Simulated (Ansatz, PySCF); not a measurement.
Reaction R1 → P1 + P2, each structure at its B3LYP-D3(BJ)/def2-TZVP stationary point, reached from a drawn start (curvature not checked).
R1, H6W (SMILES [WH6]) (charge 0, multiplicity 1):
```csv
atom,x (Å),y (Å),z (Å)
W,0.0006,-0.0009,0.3823
H,1.6577,-0.0065,0.8180
H,-0.8237,1.4345,0.8252
H,-0.8307,-1.4345,0.8177
H,1.0050,-0.0002,-0.9492
H,-0.5024,0.8751,-0.9449
H,-0.5067,-0.8676,-0.9492
```
P1, H4W (SMILES [WH4]) (charge 0, multiplicity 3, Z-matrix in Å and degrees):
```
W
H 1 1.7106
H 1 1.7106 2 109.46
H 1 1.7106 2 109.47 3 -120.00
H 1 1.7106 2 109.47 3 120.00
```
P2: H2 (SMILES [H][H]), charge 0, multiplicity 1.

P less R. No zero-point or thermal terms; singlets are restricted closed shells; open shells are unrestricted; no spin–orbit coupling. The spin states of the d-block species are the ones drawn and need not be the lowest.

Cores are frozen in the correlated methods. CBS(a, b) extrapolates the correlation energy as X⁻³ and adds the Hartree–Fock energy of set b.

Programs: Ansatz (Gaussian orbitals); PySCF for the D3/D4 terms. Each number belongs to the level named beside it. Elements past Kr take the def2 small-core potentials, without spin–orbit coupling.

PBE/def2-TZVPP gives 1.073 eV for the reaction energy.

Problem. How do the other levels lie against it? Give each less PBE: PBE-D3(BJ)/def2-TZVPP, r2SCAN/def2-TZVPP, PBE0/def2-TZVPP, wB97M-V/def2-TZVPP, B2PLYP/def2-TZVPP, MP2/CBS(def2-TZVPP, def2-QZVPP), CCSD(T)/CBS(def2-TZVPP, def2-QZVPP).

Solution. PBE-D3(BJ)/def2-TZVPP 0.039; r2SCAN/def2-TZVPP -0.323; PBE0/def2-TZVPP -0.274; wB97M-V/def2-TZVPP -0.356; B2PLYP/def2-TZVPP -0.362; MP2/CBS(def2-TZVPP, def2-QZVPP) 0.017; CCSD(T)/CBS(def2-TZVPP, def2-QZVPP) -0.275 eV. 2 of 7 lie above PBE; the widest gap is to B2PLYP/def2-TZVPP.

Ansatz is a program for electronic structure.
